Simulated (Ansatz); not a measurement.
`C[O][InH][NH2]` and `C[O][AlH][NH2]` differ in one element.

Ansatz, PBE0-D4/def2-TZVP geometries, multiplicity 1. Each molecule was computed in one conformer, which needn't be the lowest.

Elements past krypton have def2 core potentials.

```csv
property,`C[O][InH][NH2]`
HOMO–LUMO gap (ωB97M-V/def2-TZVPP) / eV,9.95
LUMO energy (PBE0/def2-TZVPP) / eV,-0.86
HOMO–LUMO gap (PBE/def2-TZVPP) / eV,4.04
HOMO energy (PBE/def2-TZVPP) / eV,-5.62
HOMO energy (PBE0/def2-TZVPP) / eV,-7.06
LUMO energy (B3LYP/def2-TZVPP) / eV,-1.15
```

(1) Give the same properties after the change, and the shifts. (An estimate is asked.)

Answers

(1) The calculation gave: 
```tsv
property	`C[O][AlH][NH2]`	shift
HOMO–LUMO gap (ωB97M-V/def2-TZVPP) / eV	11.38	1.43
LUMO energy (PBE0/def2-TZVPP) / eV	0.15	1.01
HOMO–LUMO gap (PBE/def2-TZVPP) / eV	5.28	1.24
HOMO energy (PBE/def2-TZVPP) / eV	-5.89	-0.27
HOMO energy (PBE0/def2-TZVPP) / eV	-7.30	-0.24
LUMO energy (B3LYP/def2-TZVPP) / eV	-0.07	1.08
```

With PBE0 the HOMO falls by 0.24 eV and the LUMO rises by 1.01 eV, so the gap widens by about 1.25 eV. PBE moves the HOMO by -0.27 eV and ωB97M-V by -0.25 eV.

Positive LUMOs are unbound, so they and the gaps depend on the basis.

B3LYP here is the variant with VWN-RPA as its local correlation; programs differ in this.
